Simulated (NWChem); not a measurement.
C4H5N2 cation; SMILES c1c[nH+]ccn1

Problem. Give the equilibrium geometry at PBE0/def2-SVP (NWChem) as a list of bonds and angles, with the point group.

Solution. point group C2v; any orientation.
Bonded distances (Å): C1–C2 1.393, C1–N6 1.328, C1–H7 1.095, C2–N3 1.341, C2–H8 1.092, N3–C4 1.341, N3–H9 1.023, C4–C5 1.393, C4–H10 1.092, C5–N6 1.328, C5–H11 1.095. Angles (°): C2–C1–N6 121.7, C2–C1–H7 120.2, N6–C1–H7 118.1, C1–C2–N3 117.5, C1–C2–H8 124.3, N3–C2–H8 118.2, C2–N3–C4 122.5, C2–N3–H9 118.8, C4–N3–H9 118.8, N3–C4–C5 117.5, N3–C4–H10 118.2, C5–C4–H10 124.3, C4–C5–N6 121.7, C4–C5–H11 120.2, N6–C5–H11 118.1, C1–N6–C5 119.1.
